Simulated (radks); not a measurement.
Task: Tc4+, configuration [Kr] 4d3 (the NIST ground configuration). Method: scalar-relativistic Kohn-Sham, PBEsol, spin-polarised, spherical densities, finite nucleus; open shells are filled with parallel spins first (spin-orbit coupling, left out, can overturn this in heavy ions); Fermi nuclear charge, rms radius 4.4112 fm; computed with a radial shooting solver on a logarithmic mesh with Libxc functionals. Some entries of the table are withheld. Estimate them.

orbital  occ.  eigenvalue (hartree)  <1/r> (bohr^-1)
1s down     1             -768.1597            44.68
1s up       1             -768.1595            44.68
2s up       1             -111.1147            10.08
2s down     1             -111.0967            10.08
2p up       3             -99.65096            9.790
2p down     3             -99.63736            9.791
3s up       1             -20.78018            3.479
3s down     1             -20.76986            3.478
3p up       3             -17.01875            3.312
3p down     3             -17.00714            3.312
3d up       5             -10.92979            3.083
3d down     5             -10.91248            3.083
4s up       1              -4.41434              (1)
4s down     1              -4.32476              (2)
4p up       3                   (3)            1.176
4p down     3                   (4)            1.183
4d up       3              -1.84671           0.9132
4d down     0              -1.74476           0.9134

Result: 
(1) 4s up <1/r> (bohr^-1): 1.307
(2) 4s down <1/r> (bohr^-1): 1.315
(3) 4p up eigenvalue (hartree): -3.36598
(4) 4p down eigenvalue (hartree): -3.26979
